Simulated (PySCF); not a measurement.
Continuum solvent and chemical shifts

Atoms are numbered as in `[O:1]=[S:2](=[O:3])([O-:4])[CH2:5][CH2:6][C:7]([F:8])([F:9])[F:10]`; H(Xn) means a hydrogen on atom n.

GIAO PBE0/pcSseg-1 in PySCF on one PBE0-D3(BJ)/def2-SVP conformer, non-relativistic, equivalent nuclei averaged. Solvents enter as an IEF-PCM continuum (benzene with ε = 2.3, chloroform with ε = 4.7) around the gas-phase geometry. Shifts are referred to CS2, TMS, CFCl3 computed in the same medium.

Gas phase, δ in ppm: S2 320.1, C7 135.6, C5 49.6, C6 33.2, F8/F9/F10 -83.2, H(C6) 2.36, H(C5) 2.03. Dipole moment 8.52 D.

**Question.** How does each δ change in the continuum?

**Answer.** 
```json
{"atoms": "S2", "environment": "sulfonyl sulfur", "Δδ, benzene": "+1.7", "Δδ, chloroform": "+2.9"}
{"atoms": "C7", "environment": "CF3 carbon", "Δδ, benzene": "-0.1", "Δδ, chloroform": "0.0"}
{"atoms": "C5", "environment": "sp3 CH2 bonded to S", "Δδ, benzene": "+1.2", "Δδ, chloroform": "+2.0"}
{"atoms": "C6", "environment": "sp3 CH2", "Δδ, benzene": "-0.4", "Δδ, chloroform": "-0.5"}
{"atoms": "F8/F9/F10", "environment": "fluorine of a CF3 group", "Δδ, benzene": "+2.7", "Δδ, chloroform": "+4.2"}
{"atoms": "H(C6)", "environment": "hydrogen on an sp3 CH2", "Δδ, benzene": "+0.02", "Δδ, chloroform": "+0.02"}
{"atoms": "H(C5)", "environment": "hydrogen on an sp3 CH2 bonded to S", "Δδ, benzene": "+0.20", "Δδ, chloroform": "+0.31"}
```

Changes are relative to the gas phase. The dipole moment becomes 9.25 D in benzene, 9.65 D in chloroform.

**Question.** Which nuclei move most (in ppm), and what does the model miss?

**Answer.** F8/F9/F10 (fluorine of a CF3 group, +4.2 ppm) in chloroform. A continuum only polarises the solute; specific hydrogen bonds, the anisotropy of aromatic solvents and changes of geometry or conformer are outside it, as are counter-ions.
